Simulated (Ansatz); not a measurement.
Reaction (redistribution): `[OH][GeH]([OH])[SiH3]` + `O[SiH2][GaH][OH]` → `O[SiH2][GaH][SiH3]` + `[OH][GeH]([OH])[OH]`

Program: Ansatz. Geometries: PBE0-D4/def2-TZVP. ΔE: electronic, gas phase. CCSD(T)/CBS adds triple-zeta CCSD(T) − MP2 to the extrapolated MP2 energy (def2 sets, frozen cores). DFT in def2-TZVPP. B3LYP here is the variant with VWN-RPA as its local correlation; programs differ in this. For Ga, Ge outer-core shells are correlated without core-valence functions, which leaves a few kJ/mol of doubt a bond. Scalar relativity is left out up to krypton. Each species was taken in one conformer, which may not be the lowest.

Is it downhill or uphill in electronic energy at CCSD(T)/CBS, and by how much? (An estimate is asked.)

Ansatz gave: Uphill: ΔE = +15.4 kJ/mol.

What do these levels give: PBE-D4, r2SCAN-D4, ωB97X-V, PBE, PBE0, B3LYP, MP2/def2-TZVPP, SCS-MP2/def2-TZVPP, CCSD/def2-TZVPP, MP2/def2-QZVPP, HF/CBS(def2), CCSD/CBS(def2)? (An estimate is asked.)

Computed: PBE-D4 22.1, r2SCAN-D4 18.9, ωB97X-V 15.6, PBE 21.6, PBE0 13.2, B3LYP 18.8, MP2/def2-TZVPP 15.5, SCS-MP2/def2-TZVPP 14.2, CCSD/def2-TZVPP 9.1, MP2/def2-QZVPP 17.3, HF/CBS(def2) -2.4, CCSD/CBS(def2) 12.3 kJ/mol.

Largest T1 diagnostic among the species: 0.014.

From PBE to PBE0 (25 % exact exchange), in def2-TZVPP and without D4, ΔE moves by −8.3 kJ/mol. In def2-TZVPP, CCSD(T) changes the Hartree–Fock value by +14.5 kJ/mol (the triples alone add +3.0 kJ/mol) and MP2 by +17.9 kJ/mol.
